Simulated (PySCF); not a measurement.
**Electron correlation in As+ (arsenic, charge +1)**

[Ar] 3d10 4s2 4p2, high-spin 3P determinant. All numbers are calculated (PySCF 2.14, the spin-free X2C one-electron Hamiltonian (Gaussian nucleus), in x2c-TZVPall (6s5p4d1f, 48 functions)). Frozen: [Ar] 3d10; 4 electrons correlated.

MP2 pair energies summed by pair of shells (mhartree):

```csv
pair,energy,share (%)
4s-4p,-32.65,61.9
4s-4s,-14.90,28.3
4p-4p,-5.19,9.8
```

Total MP2 correlation energy: -52.74 mhartree.

Same-spin part -8.81 and opposite-spin part -43.93 mhartree; SCS-MP2 scales them by 1/3 and 6/5 to -55.65 mhartree.

```tsv
level	correlation energy (mhartree)
CCSD	-67.72
(T)	-1.58
CCSD(T)	-69.30
```

Diagnostics: T1 = 0.0070, D1 = 0.0190, largest double amplitude 0.090.

Cost of the coupled-cluster step: 0.31 s of wall time on 1 thread of Intel(R) Xeon(R) 6975P-C (shared host), for 4 correlated electrons.

Iterations:

```
CC2 = 0
CCSD nocc = (np.int64(3), np.int64(1)), nmo = (34, 34)
frozen orbitals [[0, 1, 2, 3, 4, 5, 6, 7, 8, 9, 10, 11, 12, 13], [0, 1, 2, 3, 4, 5, 6, 7, 8, 9, 10, 11, 12, 13]]
max_cycle = 100
direct = 0
conv_tol = 1e-08
conv_tol_normt = 1e-06
diis_space = 8
diis_start_cycle = 0
Init t2, MP2 energy = -0.0527385773488458
Init E_corr(UCCSD) = -0.0527385773582224
cycle = 1  E_corr(UCCSD) = -0.0634367640922197  dE = -0.0106981867  norm(t1,t2) = 0.0422134
cycle = 2  E_corr(UCCSD) = -0.0662045090202204  dE = -0.00276774493  norm(t1,t2) = 0.015321
cycle = 3  E_corr(UCCSD) = -0.0677309014175226  dE = -0.0015263924  norm(t1,t2) = 0.00671649
cycle = 4  E_corr(UCCSD) = -0.0677144483621226  dE = 1.64530554e-05  norm(t1,t2) = 0.00110134
cycle = 5  E_corr(UCCSD) = -0.067720698688295  dE = -6.25032617e-06  norm(t1,t2) = 0.000139816
cycle = 6  E_corr(UCCSD) = -0.0677192636783493  dE = 1.43500995e-06  norm(t1,t2) = 2.75694e-05
cycle = 7  E_corr(UCCSD) = -0.0677199546008164  dE = -6.90922467e-07  norm(t1,t2) = 3.63688e-06
cycle = 8  E_corr(UCCSD) = -0.067719762356565  dE = 1.92244251e-07  norm(t1,t2) = 7.52303e-07
cycle = 9  E_corr(UCCSD) = -0.0677197849614025  dE = -2.26048375e-08  norm(t1,t2) = 1.43731e-07
cycle = 10  E_corr(UCCSD) = -0.0677197872895335  dE = -2.32813102e-09  norm(t1,t2) = 2.87625e-08
UCCSD converged
E(UCCSD) = -2258.731086597011  E_corr = -0.06771978728953351
UCCSD(T) correction = -0.00157578556473325
```
